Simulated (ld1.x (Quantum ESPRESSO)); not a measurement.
## u(r) = r·R(r): atom against pseudo-atom (H)

Columns: radius, all-electron u(r) and pseudo u(r) of the 1s shell (level -9.28 eV) of hydrogen in the configuration 1s0.75; PBEsol, scalar-relativistic, TM scheme, ld1.x (Quantum ESPRESSO) 7.5.

```
r (bohr)  all-electron  pseudo
   0.035        0.0676  0.0597
   0.070        0.1306  0.1188
   0.105        0.1890  0.1764
   0.140        0.2433  0.2320
   0.175        0.2935  0.2850
   0.210        0.3399  0.3347
   0.245        0.3827  0.3808
   0.280        0.4221  0.4230
   0.315        0.4583  0.4612
   0.350        0.4915  0.4954
   0.385        0.5218  0.5259
   0.420        0.5493  0.5531
   0.455        0.5744  0.5773
   0.490        0.5970  0.5990
   0.525        0.6174  0.6185
   0.560        0.6356  0.6361
   0.595        0.6518  0.6520
   0.630        0.6662  0.6662
   0.665        0.6788  0.6788
   0.700        0.6897  0.6897
   0.735        0.6991  0.6991
   0.770        0.7070  0.7070
   0.805        0.7135  0.7135
   0.840        0.7188  0.7188
   0.875        0.7228  0.7228
   0.910        0.7258  0.7258
```

(1) How many radial nodes do the two functions have?

(2) At about which radius was the pseudo-wave matched?

(3) Is the pseudo-wave norm-conserving?

Results:

(1) The all-electron 1s function has n − l − 1 = 0; the pseudo-wave has 0.

(2) 0.70 bohr. The columns agree to 0.0005 from 0.56 bohr on; several derivatives are matched, so the curves merge somewhat inside the radius.

(3) Yes: the TM scheme keeps the norm inside the radius equal to the all-electron one, which fixes the energy derivative of the logarithmic derivative at the level.
